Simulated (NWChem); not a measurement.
Correlation energy of dimethyl telluride (C2H6Te)

```
Te
C 1 2.1527
H 2 1.0976 1 110.06
H 2 1.0976 3 110.62 1 121.84
H 2 1.0984 3 109.36 4 120.50
C 1 2.1527 2 94.42 3 61.09
H 6 1.0976 1 110.06 2 -61.09
H 6 1.0976 7 110.62 1 -121.84
H 6 1.0984 7 109.36 8 -120.50
```
Charge 0, spin multiplicity 1.

All runs are NWChem calculations. Structure: optimised with PBE0/def2-SVP with def2 effective core potentials on Te, held to C2v symmetry and with no frequency check, so it may be a saddle point.

Basis set: def2-SVP. Each correlation energy counts from its own Hartree-Fock reference.

```csv
method,correlation energy (mHa),difference from CCSD(T)
CR-CCSD(T),-471.2,+3.3
MP2,-418.2,+56.3
CCSD,-460.8,+13.7
CCSD(T),-474.5,0.0
SCS-MP2,-418.2,+56.3
CR-CCSD[T],-471.6,+2.9
CCSD+T(CCSD),-475.0,-0.5
```

The values span 56.8 mHa, from CCSD+T(CCSD) (lowest) to SCS-MP2 (highest). 

Effective core potentials replace the inner electrons of Te; spin-orbit coupling is left out. The correlated methods keep 6 core orbitals frozen. Differences from the coupled-cluster row are differences between methods, not errors against experiment.
